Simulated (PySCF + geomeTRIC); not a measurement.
All values below come from M06-2X/def2-TZVP run with PySCF + geomeTRIC. fastk is a local helper that only speeds up exchange builds. No frequencies were computed at this level.

```python
import json, numpy as np
from pyscf import gto, dft
from fastk import lowrank_exchange
atoms = """
C      1.779769    -0.260673    -0.159680
Al     0.010911     0.639976    -0.020487
C     -1.788016    -0.187345     0.174646
H      2.569018     0.465405    -0.392054
H      1.817807    -1.026648    -0.943191
H      2.084353    -0.762948     0.766026
H      0.038544     2.192162    -0.076684
H     -2.535916     0.563811     0.456878
H     -2.154082    -0.653856    -0.747254
H     -1.822388    -0.969886     0.941799
"""
def scf(charge, spin, dm0=None):
    mol = gto.M(atom=atoms, basis='def2-tzvp', ecp={}, charge=charge, spin=spin, verbose=3, max_memory=5040)
    mf = dft.KS(mol, xc='m062x').density_fit(auxbasis="def2-universal-jkfit")
    mf.grids.level = 4
    mf.conv_tol = 1e-8
    mf.max_cycle = 60
    mf.kernel(dm0)
    if not mf.converged:
        mf = mf.newton().run(mf.mo_coeff, mf.mo_occ).undo_soscf()
    return mf
mf = scf(0, 0)
from pyscf.geomopt.geometric_solver import kernel as optimize
path = []
done, mol = optimize(mf, maxsteps=80, assert_convergence=False, callback=lambda env: path.append((env["energy"], bool(env["g_scanner"].converged))))
res = dict(converged=bool(done and path[-1][1]), energy=path[-1][0], path=[e for e, c in path], xyz=mol.atom_coords(unit="Angstrom").tolist(), nao=mol.nao)
json.dump(res, open("result.json", "w"))
```

Output:

```
converged SCF energy = -322.819100417074
Geometry optimization cycle 1
converged SCF energy = -322.819100417102
cycle 1: E = -322.819100417  dE = -322.819  norm(grad) = 0.0169796
Geometry optimization cycle 2
converged SCF energy = -322.821119882348
cycle 2: E = -322.821119882  dE = -0.00201947  norm(grad) = 0.0104121
Geometry optimization cycle 3
converged SCF energy = -322.821452215121
cycle 3: E = -322.821452215  dE = -0.000332333  norm(grad) = 0.00371606
Geometry optimization cycle 4
converged SCF energy = -322.82153394652
cycle 4: E = -322.821533947  dE = -8.17314e-05  norm(grad) = 0.00229542
Geometry optimization cycle 5
converged SCF energy = -322.821578955447
cycle 5: E = -322.821578955  dE = -4.50089e-05  norm(grad) = 0.000640211
Geometry optimization cycle 6
converged SCF energy = -322.821580136153
cycle 6: E = -322.821580136  dE = -1.18071e-06  norm(grad) = 0.000303851
Geometry optimization cycle 7
converged SCF energy = -322.821580837229
cycle 7: E = -322.821580837  dE = -7.01076e-07  norm(grad) = 0.000130763
Geometry optimization cycle 8
converged SCF energy = -322.821581346302
cycle 8: E = -322.821581346  dE = -5.09073e-07  norm(grad) = 0.000303212
Geometry optimization cycle 9
converged SCF energy = -322.821583203442
cycle 9: E = -322.821583203  dE = -1.85714e-06  norm(grad) = 0.000744299
Geometry optimization cycle 10
converged SCF energy = -322.821588162881
cycle 10: E = -322.821588163  dE = -4.95944e-06  norm(grad) = 0.00156354
Geometry optimization cycle 11
converged SCF energy = -322.821596278619
cycle 11: E = -322.821596279  dE = -8.11574e-06  norm(grad) = 0.00340732
Geometry optimization cycle 12
converged SCF energy = -322.821608102915
cycle 12: E = -322.821608103  dE = -1.18243e-05  norm(grad) = 0.0027542
Geometry optimization cycle 13
converged SCF energy = -322.82166708697
cycle 13: E = -322.821667087  dE = -5.89841e-05  norm(grad) = 0.000937781
Geometry optimization cycle 14
converged SCF energy = -322.821686348057
cycle 14: E = -322.821686348  dE = -1.92611e-05  norm(grad) = 0.00183461
Geometry optimization cycle 15
converged SCF energy = -322.821699398961
cycle 15: E = -322.821699399  dE = -1.30509e-05  norm(grad) = 0.00172844
Geometry optimization cycle 16
converged SCF energy = -322.821715358654
cycle 16: E = -322.821715359  dE = -1.59597e-05  norm(grad) = 0.000613673
Geometry optimization cycle 17
converged SCF energy = -322.821716074502
cycle 17: E = -322.821716075  dE = -7.15848e-07  norm(grad) = 0.000234952
Geometry optimization cycle 18
converged SCF energy = -322.82171690307
cycle 18: E = -322.821716903  dE = -8.28568e-07  norm(grad) = 0.000124385
Geometry optimization cycle 19
converged SCF energy = -322.821717219494
cycle 19: E = -322.821717219  dE = -3.16424e-07  norm(grad) = 8.21727e-05
Geometry optimization cycle 20
converged SCF energy = -322.82171723542
cycle 20: E = -322.821717235  dE = -1.59267e-08  norm(grad) = 3.52392e-05
Geometry optimization cycle 21
converged SCF energy = -322.821717250087
cycle 21: E = -322.82171725  dE = -1.46667e-08  norm(grad) = 0.00014899
Geometry optimization cycle 22
converged SCF energy = -322.821717257206
cycle 22: E = -322.821717257  dE = -7.11884e-09  norm(grad) = 0.000204688
<class 'geometric.internal.Distance'> : 9
<class 'geometric.internal.Angle'> : 14
<class 'geometric.internal.OutOfPlane'> : 1
<class 'geometric.internal.Dihedral'> : 12
<class 'geometric.internal.TranslationX'> : 1
<class 'geometric.internal.TranslationY'> : 1
<class 'geometric.internal.TranslationZ'> : 1
<class 'geometric.internal.RotationA'> : 1
<class 'geometric.internal.RotationB'> : 1
<class 'geometric.internal.RotationC'> : 1
Step    0 : Gradient = 5.369e-03/1.102e-02 (rms/max) Energy = -322.8191004171
Step    1 : Displace = 9.960e-02/1.299e-01 (rms/max) Trust = 1.000e-01 (=) Grad = 3.293e-03/8.507e-03 (rms/max) E (change) = -322.8211198823 (-2.019e-03) Quality = 0.869
Step    2 : Displace = 2.692e-02/4.084e-02 (rms/max) Trust = 1.414e-01 (+) Grad = 1.175e-03/2.351e-03 (rms/max) E (change) = -322.8214522151 (-3.323e-04) Quality = 1.084
Step    3 : Displace = 1.642e-02/2.183e-02 (rms/max) Trust = 2.000e-01 (+) Grad = 7.259e-04/1.284e-03 (rms/max) E (change) = -322.8215339465 (-8.173e-05) Quality = 1.558
Step    4 : Displace = 2.001e-02/2.554e-02 (rms/max) Trust = 2.828e-01 (+) Grad = 2.025e-04/3.656e-04 (rms/max) E (change) = -322.8215789554 (-4.501e-05) Quality = 1.051
Step    5 : Displace = 1.244e-03/1.827e-03 (rms/max) Trust = 3.000e-01 (+) Grad = 9.609e-05/1.885e-04 (rms/max) E (change) = -322.8215801362 (-1.181e-06) Quality = 1.480
Step    6 : Displace = 1.709e-03/2.397e-03 (rms/max) Trust = 3.000e-01 (=) Grad = 4.135e-05/5.938e-05 (rms/max) E (change) = -322.8215808372 (-7.011e-07) Quality = 1.285
Step    7 : Displace = 2.076e-03/3.097e-03 (rms/max) Trust = 3.000e-01 (=) Grad = 9.588e-05/1.805e-04 (rms/max) E (change) = -322.8215813463 (-5.091e-07) Quality = 1.583
Step    8 : Displace = 8.771e-03/1.314e-02 (rms/max) Trust = 3.000e-01 (=) Grad = 2.354e-04/4.674e-04 (rms/max) E (change) = -322.8215832034 (-1.857e-06) Quality = 1.489
Step    9 : Displace = 2.623e-02/3.942e-02 (rms/max) Trust = 3.000e-01 (=) Grad = 4.944e-04/9.907e-04 (rms/max) E (change) = -322.8215881629 (-4.959e-06) Quality = 1.483
Step   10 : Displace = 8.626e-02/1.302e-01 (rms/max) Trust = 3.000e-01 (=) Grad = 1.077e-03/2.178e-03 (rms/max) E (change) = -322.8215962786 (-8.116e-06) Quality = 0.775
Step   11 : Displace = 2.689e-03/3.728e-03 (rms/max) Trust = 3.000e-01 (=) Grad = 8.710e-04/1.779e-03 (rms/max) E (change) = -322.8216081029 (-1.182e-05) Quality = 1.762
Step   12 : Displace = 1.066e-01/1.608e-01 (rms/max) Trust = 3.000e-01 (=) Grad = 2.966e-04/7.286e-04 (rms/max) E (change) = -322.8216670870 (-5.898e-05) Quality = 1.327
Step   13 : Displace = 9.887e-02/1.506e-01 (rms/max) Trust = 3.000e-01 (=) Grad = 5.802e-04/1.366e-03 (rms/max) E (change) = -322.8216863481 (-1.926e-05) Quality = 1.210
Step   14 : Displace = 4.923e-02/7.447e-02 (rms/max) Trust = 3.000e-01 (=) Grad = 5.466e-04/1.220e-03 (rms/max) E (change) = -322.8216993990 (-1.305e-05) Quality = 1.409
Step   15 : Displace = 6.801e-02/1.028e-01 (rms/max) Trust = 3.000e-01 (=) Grad = 1.941e-04/4.096e-04 (rms/max) E (change) = -322.8217153587 (-1.596e-05) Quality = 1.364
Step   16 : Displace = 5.807e-02/8.894e-02 (rms/max) Trust = 3.000e-01 (=) Grad = 7.430e-05/1.617e-04 (rms/max) E (change) = -322.8217160745 (-7.158e-07) Quality = 0.225
Step   17 : Displace = 1.925e-02/2.980e-02 (rms/max) Trust = 2.904e-02 (-) Grad = 3.933e-05/8.882e-05 (rms/max) E (change) = -322.8217169031 (-8.286e-07) Quality = 1.313
Step   18 : Displace = 1.374e-02/2.101e-02 (rms/max) Trust = 4.106e-02 (+) Grad = 2.599e-05/5.069e-05 (rms/max) E (change) = -322.8217172195 (-3.164e-07) Quality = 1.659
Step   19 : Displace = 2.482e-03/3.769e-03 (rms/max) Trust = 5.807e-02 (+) Grad = 1.114e-05/1.931e-05 (rms/max) E (change) = -322.8217172354 (-1.593e-08) Quality = 0.260
Step   20 : Displace = 2.137e-03/3.470e-03 (rms/max) Trust = 5.807e-02 (=) Grad = 4.711e-05/8.595e-05 (rms/max) E (change) = -322.8217172501 (-1.467e-08) Quality = 0.073
Step   21 : Displace = 1.060e-03/1.562e-03 (rms/max) Trust = 1.069e-03 (-) Grad = 6.473e-05/1.155e-04 (rms/max) E (change) = -322.8217172572 (-7.119e-09) Quality = 0.032
Converged! =D
```

Cost: about 13 core-minutes (a rough figure).
